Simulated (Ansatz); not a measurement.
```yaml
crystal:
  periodic: [false, false, false]
  atoms:
    - {symbol: B, position_ang: [-0.805066, 1.305454, 0.078181]}
    - {symbol: Si, position_ang: [0.472996, 0.792116, -1.320624]}
    - {symbol: S, position_ang: [0.738447, 0.278032, 0.837789]}
    - {symbol: C, position_ang: [0.109692, -1.416939, 0.869902]}
    - {symbol: H, position_ang: [-0.718892, 2.439306, 0.451940]}
    - {symbol: H, position_ang: [-1.822585, 0.691359, 0.212202]}
    - {symbol: H, position_ang: [1.642891, 1.608976, -1.730219]}
    - {symbol: h, position_ang: [0.498179, -0.509415, -2.037805]}
    - {symbol: H, position_ang: [-0.369977, -1.574651, 1.835470]}
    - {symbol: H, position_ang: [0.941304, -2.109433, 0.747686]}
    - {symbol: H, position_ang: [-0.621589, -1.561806, 0.076178]}
basis:
  gaussian: {orbitals: def2-mTZVP}
hamiltonian: {xc: {name: revPBE}, dispersion: d3bjatm}
output: {forces: true}
```

```sh
$ ansatz run in.yaml --threads 2 --pin off --events-out ev --progress --plain --max-ram 4352MiB
```

How does Ansatz answer? (Estimate.)

The calculation gave: The input was rejected before any iteration.
```
Error: YAML parse error: error: line 11 column 16: `h` is not an element symbol (H … Og, case-exact)
 9 |     - {symbol: H, position_ang: [-1.822585, 0.691359, 0.212202]}
10 |     - {symbol: H, position_ang: [1.642891, 1.608976, -1.730219]}
11 |     - {symbol: h, position_ang: [0.498179, -0.509415, -2.037805]}
12 |     - {symbol: H, position_ang: [-0.369977, -1.574651, 1.835470]}
13 |     - {symbol: H, position_ang: [0.941304, -2.109433, 0.747686]}
```
